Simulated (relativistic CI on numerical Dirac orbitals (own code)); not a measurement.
A reference radial Dirac CI calculation of Cs²⁺ gave the lowest total energy -7775.55883 Ha in 11 SCF steps, from this input:

```
atom Cs  Z=55  charge=2  electrons=53
nucleus A=133  rms_radius_fm=4.8041
hamiltonian dirac-coulomb  breit=on  qed=on  c_scale=1
orbitals kli  potential=per-configuration
slater_scale 1
correlation none
mixing on
grid step=0.0125 r_max=67.1
scf mixing=0.4 start=green max_iterations=150 tolerance=2e-08 node_fill=0.05
configurations
  [Kr] 4d10 5s2 5p5
end
```

One setting was then changed, and the output read:

```
SCF 1: [Kr] 4d10 5s2 5p5
 iter      energy (Ha)   residual   last orbital (Ha)
    1     -7774.640205   1.64e+00     -1.63014
    2     -7784.319859   6.47e-01     -1.28362
    3     -7785.703486   1.60e-01     -1.18914
    4     -7785.780411   2.97e-02     -1.22458
    5     -7785.783308   1.11e-02     -1.21764
    6     -7785.783815   3.43e-03     -1.21225
    7     -7785.783710   4.96e-04     -1.21441
    8     -7785.783732   5.78e-05     -1.21422
    9     -7785.783735   1.13e-06     -1.21418
   10     -7785.783735   5.83e-07     -1.21418
   11     -7785.783735   4.31e-09     -1.21418
orbital energies (Ha): 4s -8.8913  4p1/2 -7.0596  4p3/2 -6.5581  4d3/2 -3.5802  4d5/2 -3.4968  5s -1.7379  5p1/2 -1.2792  5p3/2 -1.2142
configuration averages (Ha): Dirac-Coulomb, Breit, QED
  5p5                          -7785.783735    6.153351    4.098878
levels: no., configuration, term, J, E (cm-1), weight
   1 5p5                    2P*  3/2              0.0  1.00
   2 5p5                    2P*  1/2          14021.6  1.00
lowest total energy -7775.552802 Ha
end: converged
```

(1) Which setting was changed?
A. start potential
B. node fill of the KLI weights
C. Breit term
D. QED terms

Answers

(1) B. The node fill of the KLI weights 0.
